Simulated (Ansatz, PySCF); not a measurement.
Reaction (SMILES): O=S(F)F + 3 [H][H] (H2) → 2 F (HF) + O (H2O) + S (H2S)
Structures are relaxed separately at B3LYP-D3(BJ)/def2-TZVP in Ansatz (a first-principles code).

Wanted: energy of full hydrogenation (electronic energy difference), in eV. Cores are frozen in the correlated levels unless marked. No spin-orbit coupling. Non-relativistic. Basis-set limits of correlation are two-point, X^-3; Hartree-Fock from the larger set. The bracket is a focal-point correction in the basis named.

```
level                                                                             program  energy of full hydrogenation (eV)
-------------------------------------------------------------------------  --------------  ---------------------------------
HF-D3(BJ)/def2-TZVPD                                                        PySCF + dftd3                              -3.19
BLYP/def2-TZVPD                                                                    Ansatz                              -2.16
revPBE/def2-TZVPD                                                                  Ansatz                              -2.25
BP86-D3(BJ)/def2-TZVPD                                                      PySCF + dftd3                              -2.14
TPSS-D3(BJ)/def2-TZVPD                                                      PySCF + dftd3                              -1.69
M06-L-D4/def2-TZVPD                                                         PySCF + dftd4                              -2.29
TPSSh/def2-TZVPD                                                                    PySCF                              -1.96
r2SCANh/def2-TZVPD                                                                 Ansatz                              -2.32
wB97X-V/def2-TZVPD                                                                 Ansatz                              -2.48
B2PLYP-D4/def2-TZVPD                                                       Ansatz + dftd4                              -2.45
SCS-MP2/STO-3G                                                                     Ansatz                              -4.56
SCS-MP2/6-31G*                                                                     Ansatz                              -1.90
SCS-MP2/cc-pV(D+d)Z                                                                Ansatz                              -3.26
CCSD(T) with core electrons (1s frozen past Ne)/cc-pwCVTZ                          Ansatz                                ___
RI-MP2/CBS(aug-cc-pV(T+d)Z,aug-cc-pV(Q+d)Z)+[CCSD(T)-MP2]/aug-cc-pV(T+d)Z          Ansatz                                ___
```

Problem. Complete the blanks.

Solution. 
- CCSD(T) with core electrons (1s frozen past Ne)/cc-pwCVTZ, energy of full hydrogenation (eV): -2.70
- RI-MP2/CBS(aug-cc-pV(T+d)Z,aug-cc-pV(Q+d)Z)+[CCSD(T)-MP2]/aug-cc-pV(T+d)Z, energy of full hydrogenation (eV): -2.77
